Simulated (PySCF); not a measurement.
H5InN2, SMILES [NH2][InH][NH2]. Atoms are numbered in the order given.

```xyz
8

In     0.0089     0.2853     0.0000
H     -0.0835     1.9955     0.0000
N     -0.0767    -0.8247    -1.6944
H      0.1652    -0.4127    -2.5890
H      0.1960    -1.8018    -1.6822
N     -0.0767    -0.8247     1.6944
H      0.1960    -1.8018     1.6822
H      0.1652    -0.4127     2.5890
```
Charge 0, spin multiplicity 1.

Geometry optimised at PBE0-D3(BJ)/def2-SVP. The def2 effective core potentials stand for the cores of In; spin–orbit coupling is left out. Other conformers were not sampled.

The numbers are results of IEF-PCM-B3LYP/def2-SVP (PySCF), not measurements.

The values are the electrostatic part of the solvation free energy, E(continuum) − E(gas) at the gas-phase geometry, in a cavity of scaled van der Waals radii (PySCF's table); cavitation and dispersion terms are not included. A continuum can't describe solvent molecules that bind to the metal. In vacuum the orbital gap is 5.43 eV. The dipole moment in vacuum is 1.58 D.

### Question
Estimate the values in water (ε = 78.36), methanol (ε = 32.61), chloroform (ε = 4.71). (Estimate from the structure and the level; the computed values follow.)

### Answer

| solvent | ε | ΔG(elec) (kcal/mol) | dipole (D) | gap (eV) |
|---|---|---|---|---|
| water | 78.36 | -5.4 | 2.03 | 5.65 |
| methanol | 32.61 | -5.2 | 2.01 | 5.64 |
| chloroform | 4.71 | -3.7 | 1.87 | 5.58 |
